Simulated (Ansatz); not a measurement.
Relaxation of ClGeH7Si3 (12 atoms, charge 0, multiplicity 1), to a largest force component of 0.015 eV/Å in at most 40 steps.

Computed with Ansatz, RKS PBE0-D4/def2-SVP.

```xyz
12
Properties=species:S:1:pos:R:3:forces:R:3
Si -1.991 -0.192 0.489 -1.77 1.86 -0.66
Si 0.096 0.320 0.909 0.98 0.79 1.76
Ge 1.509 -1.109 -0.231 1.66 -0.66 0.36
Si 1.274 1.116 -0.840 -1.28 -0.52 -1.42
Cl 0.029 1.251 -2.582 0.72 0.31 0.67
H -2.852 1.081 0.658 0.31 -0.66 -0.06
H -2.133 -0.615 -0.907 0.04 -0.26 -0.46
H -2.465 -1.181 1.387 -0.56 -1.18 0.97
H 0.565 0.764 2.283 -0.26 -0.15 -0.31
H 2.882 -1.363 0.547 -0.84 -0.20 -0.62
H 0.806 -2.139 -1.099 0.18 -0.28 -0.03
H 2.358 2.012 -0.582 0.82 0.97 -0.20
```

**Question.** Where does it end, and by what steps?

**Answer.** The forces met the threshold. After 10 steps the energy has fallen by 0.609 eV; Cl5 moved furthest, 0.33 Å.

```tsv
step	energy less start (eV)	largest force component (eV/Å)	accepted
0	0.0000	1.861	yes
1	-0.5592	0.555	yes
2	-0.5994	0.076	yes
3	-0.6029	0.065	yes
4	-0.6058	0.084	yes
5	-0.6075	0.038	yes
6	-0.6080	0.017	yes
7	-0.6086	0.029	yes
8	-0.6091	0.048	yes
9	-0.6094	0.022	yes
10	-0.6095	0.013	yes
```

```xyz
12
Properties=species:S:1:pos:R:3
Si -2.080 -0.155 0.500
Si 0.144 0.308 1.027
Ge 1.602 -1.144 -0.229
Si 1.238 1.112 -0.865
Cl 0.066 1.570 -2.518
H -2.905 1.091 0.521
H -2.101 -0.743 -0.873
H -2.660 -1.141 1.463
H 0.458 0.794 2.404
H 2.991 -1.483 0.328
H 0.932 -2.316 -0.954
H 2.391 2.050 -0.770
```

The run took 57 s on 2 threads of Intel(R) Xeon(R) Platinum 8488C (Sapphire Rapids), on a shared host, peak memory 0.45 GiB.
